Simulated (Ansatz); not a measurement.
AlBF$_{2}$H$_{2}$O (`O[B](F)[AlH][F]`), relaxed with RKS PBE-D4/def2-SVP in the Gaussian-basis code of Ansatz from a rough embedded geometry. The force threshold is 0.03 eV/Å; the program also tests the step.

The species carries charge 0 and has multiplicity 1.

Start:

```xyz
7

O     1.836    0.246   -0.212
B     0.634   -0.045    0.543
F     0.779   -0.531    1.875
Al   -1.251    0.162   -0.218
F    -1.481    0.876   -1.887
H     2.017   -0.567   -0.762
H    -2.534   -0.140    0.661
```

Task: How much energy does the relaxation release, and in how many steps? (Best estimate.)

Result: Computed: 25.71 kcal/mol, in 10 steps, 1 of them rejected.

Task: Which bonds change most? (Estimate.)

Result: The calculation gave: Al4–F5 from 1.830 to 1.694 Å; B2–Al4 from 2.044 to 2.154 Å; O1–B2 from 1.449 to 1.361 Å; B2–F3 from 1.425 to 1.342 Å.

Task: Give the relaxed structure. (Best estimate.)

Result: The calculation gave: 
```xyz
7

O     1.847   -0.133   -0.106
B     0.722   -0.208    0.657
F     0.913   -0.508    1.951
Al   -1.243    0.140   -0.154
F    -1.180    0.487   -1.811
H     1.642    0.086   -1.034
H    -2.701    0.137    0.498
```
